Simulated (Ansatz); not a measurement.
C$_{2}$H$_{8}$GeSi, SMILES `C=[C]([SiH3])[GeH3]`. The species carries charge 0 and has multiplicity 1. Geometry: relaxed with PBE0-D4/def2-TZVP.

```xyz
12

C    -0.947    0.235    1.346
C    -0.205    0.028    0.256
Si   -0.753   -1.200   -1.032
Ge    1.454    1.025    0.034
H    -0.664    0.943    2.124
H    -1.882   -0.296    1.517
H     0.270   -2.268   -1.199
H    -0.917   -0.529   -2.351
H    -2.046   -1.812   -0.623
H     1.633    1.953    1.249
H     1.407    1.860   -1.257
H     2.649    0.060   -0.064
```

(1) What is the dipole moment at B3LYP/def2-TZVPP? (Best estimate.)

(2) And with PBE, r2SCAN, ωB97M-V? (An estimate is asked.)

(3) Give the Mulliken charges with B3LYP, ωB97M-V, PBE in def2-TZVPP. (Estimate.)

## Answers

(1) Computed: 0.75 D, with components (-0.33, 0.19, 0.64) D in this frame, pointing from negative to positive charge.

(2) Ansatz gave: PBE 0.72 D, r2SCAN 0.76 D, ωB97M-V 0.78 D.

(3) Ansatz gave: 
```tsv
atom	B3LYP	ωB97M-V	PBE
C1	-0.18	-0.15	-0.16
C2	-0.20	-0.29	-0.13
Si3	0.29	0.21	0.21
Ge4	0.12	0.07	0.09
H5	0.10	0.10	0.09
H6	0.10	0.10	0.09
H7	-0.07	-0.03	-0.05
H8	-0.07	-0.03	-0.05
H9	-0.07	-0.03	-0.06
H10	-0.02	0.01	-0.01
H11	-0.01	0.02	-0.01
H12	-0.01	0.02	-0.01
```

B3LYP here is the variant with VWN-RPA as its local correlation; programs differ in this.
